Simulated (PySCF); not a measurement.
Two species compared at the same levels of theory.

First species: phosphorus trifluoride, PF3.
SMILES: `FP(F)F`

Second species: C5H10OP (charge +1).
Z-matrix (Å and degrees, GFN2-xTB geometry), rows numbered from 1:
```
O 
C   1  1.1930
C   2  1.5267  1  122.83
C   3  1.5375  2  111.64  1  -113.03
P   4  1.8093  3  108.85  2   -56.95
C   5  1.8090  4  106.85  3    49.07
C   2  1.5271  1  122.80  3  -179.61
H   3  1.0932  2  108.91  1   124.46
H   3  1.0915  2  108.24  1     7.10
H   4  1.0940  3  110.78  2  -178.74
H   4  1.0961  3  110.21  2    61.79
H   5  1.3756  4  112.07  3   171.95
H   5  1.3767  4  109.67  3   -69.72
H   6  1.0961  5  108.42  4    70.79
H   6  1.0942  5  110.54  4  -170.95
H   7  1.0914  2  108.14  1    -7.07
H   7  1.0933  2  109.06  1  -124.49
```

Levels: CAM-B3LYP/def2-SVPD for HOMO energy, LUMO energy, HOMO–LUMO gap and static isotropic polarisability; TDDFT CAM-B3LYP/def2-SVPD for lowest singlet excitation; TDA CAM-B3LYP/def2-SVPD for lowest triplet excitation (Tamm–Dancoff). Geometries: GFN2-xTB. Each structure is a single optimised conformer of the isolated species, non-relativistic unless stated; the electronic structure was computed with PySCF and density fitting.

Values for the first species:

```
HOMO energy                              : -11.34 eV
LUMO energy                              : 0.21 eV
HOMO–LUMO gap                            : 11.55 eV
Lowest singlet excitation                : 8.11 eV
Lowest triplet excitation (Tamm–Dancoff) : 5.92 eV
Static isotropic polarisability          : 25.8 au
```

Problem. Estimate the same properties for the second species, and the change in each.

Solution. 
```csv
property,first,second,second less first
HOMO energy,-11.34 eV,-12.94 eV,-1.60 eV
LUMO energy,0.21 eV,-3.99 eV,-4.20 eV
HOMO–LUMO gap,11.55 eV,8.95 eV,-2.60 eV
lowest singlet excitation,8.11 eV,4.25 eV,-3.86 eV
lowest triplet excitation (Tamm–Dancoff),5.92 eV,3.65 eV,-2.27 eV
static isotropic polarisability,25.8 au,73.6 au,+47.8 au
```

On the first: The polarisability is 3.83 Å³ as a volume (1 au = 0.148185 Å³), or 0.61 au for each of the 42 electrons. S1 lies 3.44 eV below the HOMO–LUMO gap.

On the second: The principal polarisabilities are 61.7, 75.5 and 83.7 au; their mean is the isotropic value. In wavenumbers S1 is 34300 cm⁻¹ (1 eV = 8065.54 cm⁻¹).
